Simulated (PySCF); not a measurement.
**Electron correlation in Se²⁺ (selenium, charge +2)**

[Ar] 3d10 4s2 4p2, high-spin 3P determinant. All numbers are calculated (PySCF 2.14, the non-relativistic Hamiltonian (point nucleus), in def2-QZVPPD (12s8p5d4f1g, 98 functions)). Frozen: [Ar] 3d10; 4 electrons correlated.

```
  level  correlation energy (mhartree)
   CCSD                         -76.61
    (T)                          -1.80
CCSD(T)                         -78.41
```

Diagnostics: T1 = 0.0069, D1 = 0.0178, largest double amplitude 0.096.

Problem. Is a single reference adequate?

Solution. Mostly. T1 lies below 0.03, but a double amplitude of this size points to a near-degeneracy that CCSD handles and MP2 describes poorly.
